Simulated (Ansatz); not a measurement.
Ansatz (a program for electronic structure) input (B3LYP-D3(BJ)/def2-TZVP):

Ansatz 0.2 input:
```yaml
crystal:
  periodic: [false, false, false]
  atoms:
    - {symbol: C, position_ang: [-2.08158444, 0.08142270, -0.42676325]}
    - {symbol: C, position_ang: [-0.73707806, 0.10934783, -0.23397456]}
    - {symbol: C, position_ang: [0.07077528, -0.60391553, 0.67375341]}
    - {symbol: C, position_ang: [1.42944798, -0.31417936, 0.58349382]}
    - {symbol: C, position_ang: [1.76298999, 0.60830082, -0.36344518]}
    - {symbol: S, position_ang: [0.31947243, 1.16811452, -1.20853700]}
    - {symbol: H, position_ang: [-2.70441286, -0.56512137, 0.17279673]}
    - {symbol: H, position_ang: [-2.56909293, 0.69128971, -1.16864982]}
    - {symbol: H, position_ang: [-0.35462355, -1.31122091, 1.37131038]}
    - {symbol: H, position_ang: [2.17871706, -0.78196900, 1.21507705]}
    - {symbol: H, position_ang: [2.71913136, 1.01035541, -0.64037020]}
basis:
  gaussian:
    orbitals: def2-TZVP
hamiltonian:
  xc: b3lyp
  dispersion: d3bj
total_charge: -1
relax: {f_tol: 0.002, max_steps: 150}
```

End of the output:

```
relax step   3: F+E_penalty+E_count = -16104.44124931 eV  Δ(F+E_penalty+E_count) = -1.910e-3 eV  max|allowed force component| = 6.542e-2 eV/Å  Δτ_max = 0.0074 Å  (36 SCF iters, accepted)
these checks for a lower state are left out or cut short: starts, cluster_reference, orbital_swaps, neighbouring_geometries, increment
integrals: 0.16 GiB planned
1391 factors; their error is unknown
mean field: 1.45 GiB planned
mean field -16103.90369316 eV, -591.8075451055 hartree, gradient 1.8e-5 eV, S^2 0.000000; 0 other end points of the search recorded, 0 dependent functions left out
the calculation of the forces begins
reference -16103.90397316 eV, -591.8075553955 hartree; 26, 26 occupied and 196, 196 virtual orbitals, 1391 factors
relax step   4: F+E_penalty+E_count = -16104.44142314 eV  Δ(F+E_penalty+E_count) = -1.738e-4 eV  max|allowed force component| = 2.828e-2 eV/Å  Δτ_max = 0.0077 Å  (35 SCF iters, accepted)
these checks for a lower state are left out or cut short: starts, cluster_reference, orbital_swaps, neighbouring_geometries, increment
integrals: 0.16 GiB planned
1391 factors; their error is unknown
mean field: 1.45 GiB planned
mean field -16103.90380848 eV, -591.8075493436 hartree, gradient 1.8e-5 eV, S^2 0.000000; 0 other end points of the search recorded, 0 dependent functions left out
the calculation of the forces begins
reference -16103.90408848 eV, -591.8075596335 hartree; 26, 26 occupied and 196, 196 virtual orbitals, 1391 factors
relax step   5: F+E_penalty+E_count = -16104.44153594 eV  Δ(F+E_penalty+E_count) = -1.128e-4 eV  max|allowed force component| = 3.852e-3 eV/Å  Δτ_max = 0.0035 Å  (35 SCF iters, accepted)
these checks for a lower state are left out or cut short: starts, cluster_reference, orbital_swaps, neighbouring_geometries, increment
integrals: 0.16 GiB planned
1391 factors; their error is unknown
mean field: 1.45 GiB planned
mean field -16103.90379968 eV, -591.8075490203 hartree, gradient 1.8e-5 eV, S^2 0.000000; 0 other end points of the search recorded, 0 dependent functions left out
the calculation of the forces begins
reference -16103.90407970 eV, -591.8075593106 hartree; 26, 26 occupied and 196, 196 virtual orbitals, 1391 factors
relax step   6: F+E_penalty+E_count = -16104.44153833 eV  Δ(F+E_penalty+E_count) = -2.389e-6 eV  max|allowed force component| = 1.431e-3 eV/Å  Δτ_max = 0.0016 Å  (36 SCF iters, accepted)
integrals: 0.16 GiB planned
1391 factors; their error is unknown
mean field: 1.45 GiB planned
mean field evaluation 64: about -16091.9469 eV, gradient 6.9e1 eV
mean field -16103.90379968 eV, -591.8075490203 hartree, gradient 1.8e-5 eV, S^2 0.000000; 1 other end points of the search recorded, 0 dependent functions left out
the calculation of the forces begins
reference -16103.90407970 eV, -591.8075593106 hartree; 26, 26 occupied and 196, 196 virtual orbitals, 1391 factors
Total energy: -16104.44181834 eV, -591.8273208412 hartree
Atom 0 at    -2.115125     0.082804    -0.433268 Å, force     0.001348     0.000458    -0.000136 eV/Å
Atom 1 at    -0.751872     0.104916    -0.231914 Å, force    -0.000226    -0.000629     0.000929 eV/Å
Atom 2 at     0.074510    -0.607568     0.678255 Å, force     0.000442     0.000661    -0.001431 eV/Å
Atom 3 at     1.446586    -0.308910     0.580908 Å, force    -0.000523    -0.000801    -0.000563 eV/Å
Atom 4 at     1.785224     0.617899    -0.369706 Å, force     0.000059     0.000453     0.000527 eV/Å
Atom 5 at     0.324985     1.160195    -1.199844 Å, force     0.000782    -0.000089     0.000094 eV/Å
Atom 6 at    -2.739168    -0.567051     0.167756 Å, force    -0.000675     0.000237     0.000904 eV/Å
Atom 7 at    -2.596181     0.698982    -1.179976 Å, force    -0.000803    -0.000282    -0.001322 eV/Å
Atom 8 at    -0.339793    -1.318746     1.381546 Å, force     0.000327    -0.000107     0.001158 eV/Å
Atom 9 at     2.192000    -0.779547     1.215659 Å, force    -0.000073    -0.000244    -0.000637 eV/Å
Atom 10 at     2.752575     1.009451    -0.634724 Å, force    -0.000659     0.000345     0.000477 eV/Å
Dipole moment:     0.454674     0.051856     0.019022 e Å
```

It need not be the lowest isomer of its formula. Whether it binds its extra electron was not tested at this geometry.
